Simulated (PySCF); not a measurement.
# Polarisability and C₆ of Ga⁺ (gallium, charge +1)

[Ar] 3d9 4s2 4p1, one real determinant (an excited configuration). Computed with PySCF 2.14 in aug-cc-pV5Z-PP with ECP10MDF (8s7p6d4f3g2h, 136 functions), with scalar relativity through the core potential. Coupled (time-dependent) response in atomic units; α is the mean over directions.

| method | mean α (bohr³) | α xx, yy, zz | C₆ (like pair) | S(−4) |
| --- | --- | --- | --- | --- |
| PBE | 19.76 | 18.40, 18.40, 22.47 | 116.6 | 147.9 |

S(−4) is the Cauchy moment in α(ω) = α(0) + S(−4) ω² + …

Spin-orbit coupling is absent.

α(iu) at PBE:

| u (hartree) | α(iu) (bohr³) |
| --- | --- |
| 0 | 19.76 |
| 0.0500 | 19.40 |
| 0.100 | 18.40 |
| 0.200 | 15.37 |
| 0.300 | 12.20 |
| 0.500 | 7.613 |
| 0.750 | 4.626 |
| 1.00 | 3.127 |
| 1.50 | 1.767 |
| 2.00 | 1.176 |
| 3.00 | 0.6563 |
| 5.00 | 0.3002 |

A single London oscillator, α(iu) = α/(1 + u²/ω²), gives C₆ = (3/4) ω α². Matching the computed C₆ needs ω = 4 × 116.6 / (3 × 19.76²) = 0.398 hartree.

For an ion, C₆ is the dispersion term alone; charge-induced terms of lower order in 1/R come first.

The components differ because the open shell of this determinant is not spherical; for a pure term their mean is the scalar polarisability.

⟨L²⟩ = 8.01 against 12 for a pure F term, so this real determinant mixes terms. Energies and moments cover only the electrons outside the core potential.
